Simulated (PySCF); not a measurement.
Spin-rotation constants: `C=CCN(C=O)/C=C/C#N`, C7H8N2O

Geometry (Å), atoms numbered from 1 in this order:
```xyz
18

C    -1.6869    1.7575    1.0341
C    -1.5300    0.6209    0.3829
C    -0.7223    0.4715   -0.8719
N     0.0977   -0.7319   -0.8574
C    -0.2236   -1.7457   -1.7143
O    -1.1377   -1.7145   -2.4949
C     1.1645   -0.8422   -0.0021
C     1.5574    0.0811    0.8881
C     2.6778   -0.1392    1.7033
N     3.5934   -0.3044    2.3753
H    -1.2219    2.6722    0.7028
H    -2.2960    1.8256    1.9181
H    -2.0109   -0.2860    0.7234
H    -1.3998    0.3553   -1.7262
H    -0.0879    1.3466   -1.0414
H     0.4568   -2.6086   -1.6164
H     1.7153   -1.7709   -0.0901
H     1.0453    1.0193    1.0351
```

Method: GIAO HF/pcSseg-1 magnetisability, rotational g tensor and spin-rotation constants, non-relativistic, gas phase (PySCF). Geometry: GFN2-xTB.

Problem. Give the nuclear spin-rotation constants along the inertial axes (H = +C I·J) beside the isotropic shieldings.

Solution. Rotational constants 1.7599, 0.8472, 0.5921 GHz. A star marks the isotopologue with that one atom substituted, in its own axes.
| atom | isotope | Caa (kHz) | Cbb (kHz) | Ccc (kHz) | mean (kHz) | σ (ppm) |
| --- | --- | --- | --- | --- | --- | --- |
| N4 | 14N | 0.215 | 0.083 | 0.031 | 0.110 | 117.5 |
| N10 | 14N | 0.104 | 0.172 | 0.138 | 0.138 | -48.5 |
| H11 | 1H | -0.201 | -0.076 | 0.041 | -0.079 | 26.5 |
| H12 | 1H | -0.204 | -0.011 | -0.002 | -0.073 | 26.5 |
| H13 | 1H | -0.202 | -0.082 | 0.046 | -0.079 | 26.4 |
| H14 | 1H | 0.075 | -0.072 | -0.055 | -0.017 | 26.4 |
| H15 | 1H | -0.157 | -0.085 | 0.005 | -0.079 | 28.9 |
| H16 | 1H | -0.122 | 0.041 | -0.048 | -0.043 | 24.0 |
| H17 | 1H | -0.135 | 0.052 | -0.063 | -0.048 | 24.8 |
| H18 | 1H | -0.175 | 0.035 | -0.059 | -0.067 | 27.3 |
| C1 | 13C* | 0.247 | 0.231 | 0.278 | 0.252 | 67.0 |
| C2 | 13C* | 0.284 | 0.259 | 0.297 | 0.280 | 48.9 |
| C3 | 13C* | 0.337 | 0.136 | 0.087 | 0.187 | 151.2 |
| C5 | 13C* | 0.579 | 0.412 | 0.154 | 0.381 | 23.2 |
| O6 | 17O* | -1.254 | -0.401 | -0.044 | -0.566 | -117.6 |
| C7 | 13C* | 0.777 | 0.342 | 0.109 | 0.409 | 35.0 |
| C8 | 13C* | 0.570 | 0.208 | 0.070 | 0.283 | 110.5 |
| C9 | 13C* | -0.001 | 0.359 | 0.261 | 0.206 | 70.5 |

For the geometry as given, no vibrational averaging.
